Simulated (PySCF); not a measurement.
## `C=C[C@H](F)[C@H]1O[C@H]1F`, C₅H₆F₂O

Geometry:
```json
{"atom": "C1", "x (Å)": "-2.297", "y (Å)": "0.542", "z (Å)": "0.320"}
{"atom": "C2", "x (Å)": "-1.094", "y (Å)": "0.577", "z (Å)": "-0.218"}
{"atom": "C3", "x (Å)": "-0.259", "y (Å)": "-0.642", "z (Å)": "-0.500"}
{"atom": "F4", "x (Å)": "-0.964", "y (Å)": "-1.795", "z (Å)": "-0.237"}
{"atom": "C5", "x (Å)": "0.994", "y (Å)": "-0.648", "z (Å)": "0.362"}
{"atom": "O6", "x (Å)": "2.213", "y (Å)": "-1.037", "z (Å)": "-0.232"}
{"atom": "C7", "x (Å)": "2.089", "y (Å)": "0.282", "z (Å)": "0.092"}
{"atom": "F8", "x (Å)": "1.961", "y (Å)": "1.148", "z (Å)": "-0.943"}
{"atom": "H9", "x (Å)": "-2.764", "y (Å)": "-0.389", "z (Å)": "0.592"}
{"atom": "H10", "x (Å)": "-2.861", "y (Å)": "1.441", "z (Å)": "0.496"}
{"atom": "H11", "x (Å)": "-0.617", "y (Å)": "1.503", "z (Å)": "-0.505"}
{"atom": "H12", "x (Å)": "0.025", "y (Å)": "-0.683", "z (Å)": "-1.561"}
{"atom": "H13", "x (Å)": "0.839", "y (Å)": "-1.003", "z (Å)": "1.377"}
{"atom": "H14", "x (Å)": "2.733", "y (Å)": "0.703", "z (Å)": "0.857"}
```

Method: TDDFT CAM-B3LYP/def2-SVPD circular dichroism and optical rotation, one conformer, gas phase in PySCF 2.14.0. Geometry: GFN2-xTB.

The molecule is flexible and this is one conformer; a measurement averages over conformers. States above about 9.4 eV (minus the energy of the highest occupied orbital) lie near or above the ionisation threshold and depend on the basis.

(1) Draw the ECD and absorption spectra from the lowest 16 states, each a Gaussian of half-width 0.3 eV at 1/e height.

Answers

(1) 
```tsv
E (eV)	λ (nm)	Δε (L mol⁻¹ cm⁻¹)	ε (L mol⁻¹ cm⁻¹)
7.10	175	-3.72	1620
7.25	171	-15.73	6760
7.40	168	-40.61	17300
7.55	164	-63.27	26900
7.70	161	-56.13	25800
7.85	158	-19.31	15400
8.00	155	+14.84	6070
8.15	152	+24.74	2370
8.30	149	+19.32	2310
8.45	147	+14.97	3260
8.60	144	+15.41	3800
8.75	142	+14.47	3700
8.90	139	+6.09	3370
9.05	137	-7.08	3270
9.20	135	-19.76	3610
9.35	133	-31.76	3980
```
Δε uses R in velocity form, ε uses f in length form. Only the states computed contribute, so the short-wavelength end is incomplete.

The sign of the CD band at 140 nm isn't settled: the length form gives the opposite one.
